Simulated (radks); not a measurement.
Task: The table gives one normalised radial function P(r) = r R(r) (large component) of La in [Xe] 4f0.5 5d0.5 6s2 (r in bohr). All-electron calculation, Dirac Kohn-Sham, PBE, spin-unpolarised, spherical densities, point nucleus; open shells fill j = l - 1/2 first. Program: a radial shooting solver on a logarithmic mesh with Libxc functionals.

r           P
0.004135   0.0114
0.006577   0.0223
0.01046    0.0435
0.0165     0.0807
0.02625    0.1381
0.04174    0.1951
0.06639    0.1801
0.1056    -0.0034
0.1679    -0.2654
0.2671    -0.1727
0.4214     0.3328
0.6702     0.3012
1.066     -0.5259
1.695     -0.8571
2.696     -0.4137
4.288     -0.0716
6.819     -0.0033
10.76     0.0000

Which n and l does it have? It may be an empty orbital.

Result: n = 5, l = 1: the number of nodes gives n - l - 1 = 3, the rise at small r points to l (for j = l - 1/2 the large component starts as r^gamma with gamma = sqrt(l^2 - (Z/c)^2) = 0.91 and the r^(l+1) term takes over further out; the orbital of l - 1 with the same j starts with the same power, but with a larger coefficient, and does not steepen), and the extent must fit the shell. The curve is that of 5p1/2; the two j differ most near the nucleus, where j = l - 1/2 has the larger amplitude, and in heavy atoms j = l - 1/2 is also the more compact. 5p1/2: eigenvalue -22.745 eV, 3 radial nodes at r = 0.105, 0.316, 0.809 bohr, <r> = 1.78 bohr, 90 % of the charge inside 2.59 bohr.
